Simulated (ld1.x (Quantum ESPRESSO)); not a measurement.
## beryllium, RRKJ: configuration errors across variants

* Element: beryllium (Be)
* Generator: ld1.x (Quantum ESPRESSO) 7.5
* Type: norm-conserving RRKJ (Kleinman–Bylander form)
* Functional: LDA (PZ)
* Relativity: non-relativistic
* Frozen core: none
* Valence charge: 4
* Reference configuration: 1s2 2s1.5 2p0.5
* Partial waves: 1s (bound): rc 0.30 bohr; 2p (bound): rc 3.45 bohr
* Local potential: all-electron potential smoothed inside 3.30 bohr (lloc = -1)
* Core correction: none

Occupied shells without a wave of their own: 2s. They enter only through the test configuration that unscreens the potential.

All-electron excitation energies from the reference (eV): (1) 1s2 2s2 2p0 -1.754; (2) 1s2 2s1 2p0 7.764; (3) 1s2 2s0 2p0 25.540; (4) 1s2 2s0 2p2 5.313; (5) 1s1 2s2 2p0 124.946; (6) 1s2 2s1.5 2p0 1.997; (7) 1s2 2s1 2p1 1.763; (8) 1s2 2s1.5 2p0.5 spin -0.224; (9) 1s2 2s1 2p0 spin 7.289.

Spin tests fill each open shell by Hund’s rule, majority spin first.

For the base: The 2s level has no wave, so the channel is fitted at the deeper level alone: the likely source of the large errors.

4 further variants failed, have other tests or another functional or relativity, and are left out.

A true bound ghost makes a file unfit for plane-wave use even where its test errors are small: the radial tests pick states by their node count and pass the ghost by. Where a test does run into it, the solver fails or the error is huge.

The file “base” misses its own reference levels by 2.1 eV. The file “all radii scaled by about 1.12 (s 0.34, p 3.86 bohr); local potential all-electron potential smoothed inside 3.70 bohr (lloc = -1)” misses its own reference levels by 2.5 eV. The file “wave 2p (bound): rc 3.45 bohr becomes 2p (bound): rc 4.94 bohr” misses its own reference levels by 2.1 eV. The file “local potential all-electron potential smoothed inside 1.72 bohr (lloc = -1)” misses its own reference levels by 0.6 eV. The file “local potential all-electron potential smoothed inside 1.75 bohr (lloc = -1)” misses its own reference levels by 0.6 eV. The file “wave 1s (bound): rc 0.30 bohr becomes 1s (bound): rc 0.44 bohr” misses its own reference levels by 2.1 eV. The file “local potential all-electron potential smoothed inside 3.04 bohr (lloc = -1)” misses its own reference levels by 1.9 eV. The file “wave 2p (bound): rc 3.45 bohr becomes 2p (bound): rc 5.00 bohr” misses its own reference levels by 2.1 eV.

Errors AE − PS in meV (a dash: test not solved or not reliable):

| change | (1) | (2) | (3) | (4) | (5) | (6) | (7) | (8) | (9) | bound ghosts |
| --- | --- | --- | --- | --- | --- | --- | --- | --- | --- | --- |
| base | -1052 | +1542 | +5941 | +3195 | -3229 | +34 | +1059 | -19 | +1441 | not determined |
| all radii scaled by about 1.12 (s 0.34, p 3.86 bohr); local potential all-electron potential smoothed inside 3.70 bohr (lloc = -1) | -1263 | +1869 | +7147 | +3798 | -3610 | +48 | +1265 | -25 | +1744 | not determined |
| wave 2p (bound): rc 3.45 bohr becomes 2p (bound): rc 4.94 bohr | -1051 | +1593 | +6065 | +3203 | -2908 | +56 | +1060 | -22 | +1490 | not determined |
| local potential all-electron potential smoothed inside 1.72 bohr (lloc = -1) | -302 | +453 | +1787 | +934 | -1192 | +12 | +307 | -1.7 | +427 | not determined |
| local potential all-electron potential smoothed inside 1.75 bohr (lloc = -1) | -318 | +476 | +1876 | +985 | -1248 | +12 | +324 | -2.1 | +448 | not determined |
| wave 1s (bound): rc 0.30 bohr becomes 1s (bound): rc 0.44 bohr | -1052 | +1542 | +5942 | +3195 | -3104 | +34 | +1059 | -19 | +1441 | none |
| local potential all-electron potential smoothed inside 3.04 bohr (lloc = -1) | -928 | +1360 | +5258 | +2839 | -2943 | +28 | +938 | -16 | +1272 | not determined |
| wave 2p (bound): rc 3.45 bohr becomes 2p (bound): rc 5.00 bohr | -1051 | +1599 | +6080 | +3203 | -2876 | +59 | +1060 | -22 | +1496 | not determined |

Question: Give the same row for: type TM; local potential the s channel.

Answer: -4.6, +23, +69, –, +195, +6.9, –, –, +22; bound ghosts: p. Not counted: 1s2 2s1.5 2p0.5 (spin-polarised) (solver errors, printed error -25.7 eV); 1s2 2s1 2p1 (solver errors, printed error -14.3 eV); 1 more.
